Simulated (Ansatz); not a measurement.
PPAsAs tetrahedron (As₂P₂), relaxed as a singlet with RKS r2SCAN-D4/def2-SVP in Ansatz, starting from the GFN2-xTB geometry. Force threshold 0.02 eV/Å.

Start:

```xyz
4

P     1.0392   -0.8645    0.0419
P    -0.5975   -0.1787   -1.2001
As    0.4885    1.3513    0.1025
As   -0.9302   -0.3080    1.0557
```

Estimate the energy that the relaxation releases and the steps that it takes.

7.2 kJ/mol, in 3 steps; 8.5 s on 4 threads of Arm Neoverse V2 on a shared host. No frequencies were taken in this run, so the end may be a saddle point.

Does the start keep its bonding and symmetry?

By distances, no bond broke or formed. The bond that changes most is P1–P2, from 2.17 to 2.22 Å (atoms count from 1). Point group C2v at the start, C2v at the end, both within 0.05 Å.

Predict the relaxed structure.


Cartesian coordinates in Å:
```
P 1.065 -0.883 0.047
P -0.614 -0.180 -1.227
As 0.498 1.377 0.104
As -0.948 -0.314 1.076
```
Bond lengths: 4 × As–P 2.33 Å; 1 × P–P 2.22 Å; 1 × As–As 2.43 Å.
